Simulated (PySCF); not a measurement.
A structure optimised at PBE-D3(BJ)/def2-SVP, used in a PySCF frequency run:

```
Si
N 1 1.7564
H 2 1.0252 1 114.08
Si 2 1.7546 3 115.48 1 163.59
H 4 1.5027 2 107.13 3 176.25
H 1 1.5033 2 106.26 3 -20.07
H 4 1.5067 5 109.46 2 119.79
H 4 1.5089 5 108.50 7 116.80
C 1 1.8515 6 107.77 2 -119.66
C 9 1.2299 6 149.75 1 -178.75
H 10 1.0824 6 158.91 1 -178.62
C 1 1.8785 6 111.69 2 121.62
H 12 1.1083 1 110.84 6 -179.82
H 12 1.1084 13 108.49 1 -121.42
H 12 1.1087 13 107.90 14 -117.74
```

Write its SMILES and formula.

C#C[Si@@H](C)N[SiH3], C3H9NSi2

What are its rotational constants (standard atomic weights)?

2.7860, 1.4552, 1.1483 GHz
